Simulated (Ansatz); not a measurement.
Cost and result for the atomization energy of H₄InOSSi (`[SiH3][O][In][SH]`) radical (8 atoms, 7 bonds).

Charge 0, multiplicity 2. Correlated methods include outer-core shells of In, which these sets cover unevenly. In takes the def2 core potential. Geometry: relaxed with PBE0-D4/def2-TZVP. It is one conformer, not always the lowest. Program: Ansatz. Hardware: A = 2 threads of an AMD EPYC 7R13 on a shared host; B = 2 threads of an AMD EPYC 7R13 on a shared host and a share of an NVIDIA H100 80 GB. Times are those of one run each, without the atoms' runs, and a repeat can differ threefold. Electronic energies, without spin–orbit coupling; frozen cores. CCSD(T)/CBS adds CCSD(T) − MP2 in def2-TZVPP to the MP2 limit, and its time is that of the two runs behind it. T1 = 0.019; ⟨S²⟩ of the reference is 0.76. With those shells the extrapolation isn't a true limit. B3LYP takes the VWN-RPA correlation (the form of Gaussian; ORCA's B3LYP/G).

CCSD(T)/CBS is a level of theory with its own doubt, some kJ/mol a heavy atom from the limit and from the frozen cores, so smaller differences don't rank the functionals.

| level | functions | wall time |
| --- | --- | --- |
| PBE-D4/def2-TZVPP (with forces) [A] | 221 | 6 s |
| CCSD(T)/def2-TZVPP [B] | 221 | 6 s |
| MP2/def2-QZVPP [B] | 399 | 9.5 s |
| r2SCAN-D4/def2-TZVPP (with forces) [A] | 221 | 11 s |
| PBE0-D4/def2-TZVPP [A] | 221 | 12 s |
| B3LYP-D4/def2-TZVPP (with forces) [A] | 221 | 13 s |
| CCSD(T)/CBS(def2) | – | 16 s |
| B2PLYP/def2-TZVPP [A] | 221 | 18 s |
| ωB97X-V/def2-TZVPP [A] | 221 | 26 s |
| ωB97M-V/def2-TZVPP (with forces) [A] | 221 | 33 s |

What atomization energy does each give, and how far from CCSD(T)/CBS? (An estimate is asked.)

Ansatz gave: 
```
                                 level  atomization (kJ/mol)  difference from CCSD(T)/CBS  per bond
   PBE-D4/def2-TZVPP (with forces) [A]                2339.5                        -11.8      -1.7
                CCSD(T)/def2-TZVPP [B]                2273.3                        -78.0     -11.1
                    MP2/def2-QZVPP [B]                2344.2                         -7.1      -1.0
r2SCAN-D4/def2-TZVPP (with forces) [A]                2351.8                          0.5       0.1
                PBE0-D4/def2-TZVPP [A]                2299.1                        -52.2      -7.5
 B3LYP-D4/def2-TZVPP (with forces) [A]                2320.3                        -31.0      -4.4
                     CCSD(T)/CBS(def2)                2351.3                          0.0       0.0
                 B2PLYP/def2-TZVPP [A]                2295.9                        -55.4      -7.9
                ωB97X-V/def2-TZVPP [A]                2354.8                          3.5       0.5
  ωB97M-V/def2-TZVPP (with forces) [A]                2342.6                         -8.7      -1.2
```

The D4 term adds +30.9 kJ/mol with B3LYP and +16.2 kJ/mol with PBE0; it sums over pairs of atoms, weighted by their polarisabilities, and B3LYP, whose exchange is more repulsive, gets the larger term. From PBE to PBE0 (25 % exact exchange), in def2-TZVPP and without D4, the atomization energy moves by −37.7 kJ/mol: exact exchange takes away binding that semilocal exchange gives to molecules. In def2-TZVPP, CCSD(T) changes the Hartree–Fock value by +604.0 kJ/mol (the triples alone add +39.5 kJ/mol) and MP2 by +627.6 kJ/mol; breaking electron pairs costs correlation energy, which Hartree–Fock lacks.

Spin–orbit coupling would lower the free In atoms strongly, and the atomization energy with them, by more than many differences here.
